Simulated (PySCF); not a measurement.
Compound: C₂H₁₀BOPSi.
Geometry (GFN2-xTB, Å), atoms numbered from 1 in this order:
```xyz
16
C2H10BOPSi angstrom
C     -1.6271   -0.2765    0.6825
B     -0.7503    0.1515   -0.5590
C     -1.1413   -0.3199   -2.0163
P      0.7212    1.2775   -0.2998
Si     2.0485    0.0231    0.9872
O      1.7481    0.3696    2.5446
H     -1.5342   -1.3510    0.8460
H     -2.6870   -0.0906    0.5104
H     -1.3497    0.2150    1.6136
H     -1.1998    0.5264   -2.7017
H     -2.0882   -0.8539   -2.0654
H     -0.3741   -0.9792   -2.4255
H      1.3831    1.0881   -1.4974
H      3.4165    0.3899    0.6116
H      1.8507   -1.4228    0.9758
H      1.5760    1.2619    2.8353
```

The closed-shell SCF was solved with PySCF and density fitting under several settings on one GFN2-xTB geometry (grid level 2 and gas phase unless stated).

| settings | basis functions | SCF cycles | E (Eh) | HOMO (eV) | LUMO (eV) | dipole (D) |
| --- | --- | --- | --- | --- | --- | --- |
| PBE0/pcSseg-1 | 166 | 14 | -812.6926 | -7.28 | -0.98 | 0.72 |
| PBE0/def2-SVPD | 211 | 14 | -812.4263 | -7.25 | -1.01 | 0.77 |
| HSE06/pcSseg-1, fitting basis def2-qzvpp-jkfit | 166 | 10 | -812.7405 | -6.89 | -1.35 | 0.73 |
| BHandHLYP/def2-TZVP, energy threshold 1e-06 Eh | 258 | 7 | -813.2033 | -8.17 | 0.09 | 0.80 |

Problem. Estimate the rows for these settings: (1) BP86/6-311+G(2d,p), start guess vsap, energy threshold 1e-07 Eh; (2) wB97X-D/pcSseg-1, start guess atom; (3) B97-2/aug-pcSseg-1, fitting basis def2-universal-jkfit.

Solution. 
```
                                                       settings  basis functions  SCF cycles     E (Eh)  HOMO (eV)  LUMO (eV)  dipole (D)
BP86/6-311+G(2d,p), start guess vsap, energy threshold 1e-07 Eh              238          14  -813.3471      -6.28      -1.99        0.73
                             wB97X-D/pcSseg-1, start guess atom              166          11  -813.1015      -9.08       0.84        0.73
         B97-2/aug-pcSseg-1, fitting basis def2-universal-jkfit              260          10  -813.1503      -7.03      -1.00        0.71
```

Problem. Over all rows, what range does the HOMO–LUMO gap span?

Solution. From 4.29 eV (BP86/6-311+G(2d,p), start guess vsap, energy threshold 1e-07 Eh) to 9.92 eV (wB97X-D/pcSseg-1, start guess atom). The functional of the narrowest has no exact exchange, that of the widest range-separated exact exchange.

Problem. And the dipole moment?

Solution. From 0.71 D (B97-2/aug-pcSseg-1, fitting basis def2-universal-jkfit) to 0.80 D (BHandHLYP/def2-TZVP, energy threshold 1e-06 Eh); the largest is 1.13 times the smallest, and the median is 0.73 D.

Problem. Compare two rows with the functional PBE0: PBE0/pcSseg-1 and PBE0/def2-SVPD. Which energy is lower, and by how much?

Solution. PBE0/pcSseg-1 (166 functions) lies 0.2663 Eh or 167 kcal/mol below PBE0/def2-SVPD (211 functions). The smaller set gives the lower energy; the two sets aren't nested, so the variational bound doesn't order them by size.

wB97X-D ran without the empirical dispersion term, which would shift the total energy alone. Cycle counts include a coarse-grid stage where the run had one. All basis functions are spherical, in the Pople sets too.

One conformer stands for the species.
